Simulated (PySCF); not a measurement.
Al(OH)(OMe)(NH2) (CH₆AlNO₂), SMILES C[O][Al]([NH2])[OH].

Geometry optimised at PBE0-D3(BJ)/def2-SVP. The structure was generated by enumeration; whether it is a known compound was not checked. Other conformers were not sampled.

Two levels are set side by side: PBE/def2-TZVP (PySCF) and M06-2X/def2-TZVP (PySCF). Same geometry, gas phase. Differences are taken from unrounded values.

```csv
quantity,M06-2X
orbital gap (eV),9.18
highest occupied level (eV),-8.76
lowest empty level (eV),0.43
dipole moment (D),1.70
mean polarisability (bohr³),47.7
```

What does PBE give, and how far is it from M06-2X? (The exact figures need the calculation; the answer reports its results.)


| quantity | PBE | PBE minus M06-2X |
|---|---|---|
| orbital gap (eV) | 4.84 | -4.35 |
| highest occupied level (eV) | -5.80 | 2.96 |
| lowest empty level (eV) | -0.96 | -1.39 |
| dipole moment (D) | 1.70 | 0.00 |
| mean polarisability (bohr³) | 52.2 | 4.5 |

PBE's occupied levels lie high since its potential decays too fast outside the molecule; exact exchange lowers them and widens the gap. PBE's more diffuse valence density responds more strongly to a field. Differences between two approximate levels are no errors against the true value.

Rough cost on one machine, each run with all the roots and properties that it gave: M06-2X against PBE about 4 times.
